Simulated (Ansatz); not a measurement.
A nudged elastic band was laid between two geometries of BF2 + FH (5 atoms, charge 0, multiplicity 2).

The calculation used Ansatz, UKS PBE0/6-31G*.

| Property | Result |
| --- | --- |
| movable images | 5 |
| climbing image | yes |
| spring | 5.0 eV/Å² |
| optimiser | fire |
| start path | through a guess of the saddle point |
| force threshold | 0.05 eV/Å |
| iteration limit | 60 |
| end points | relaxed |
| largest step | 0.02 Å |

Initial state:

```xyz
5
Properties=species:S:1:pos:R:3
B 0.000 -0.298 -0.226
H 0.000 -0.540 2.225
F 1.144 0.240 -0.591
F -1.144 0.240 -0.591
F 0.000 0.358 1.963
```

Final state:

```xyz
5
Properties=species:S:1:pos:R:3
B 0.001 0.438 -0.146
H -0.005 0.217 2.282
F 1.145 -0.015 -0.613
F -1.144 -0.019 -0.609
F 0.003 -0.621 1.867
```

Task: What changes between the two ends?

Result: No bond is made or broken.  The two ends are copies of one structure, up to a mirror image or an exchange of like atoms.

Task: What energy profile does the band end with?

Result: The run converged. The highest image is number 3 of 0 to 6, 6.5 kJ/mol above the ends, which have the same energy within 2 meV. The order of the point at the top wasn't checked.

```csv
image,path coordinate (Å),energy (kJ/mol)
0,0.00,0.0
1,0.46,2.0
2,0.92,4.4
3,1.38,6.5
4,1.84,4.4
5,2.30,2.1
6,2.75,0.0
```

Task: What is the geometry of the highest image?

Result: 
```xyz
5
Properties=species:S:1:pos:R:3
B 0.000 0.014 -0.179
H 0.000 -0.024 1.803
F 1.148 0.026 -0.796
F -1.148 0.026 -0.796
F 0.000 -0.041 2.749
```

Time of the run: 5.6 min on 1 thread of Arm Neoverse V2 (shared host), peak memory 0.14 GiB.
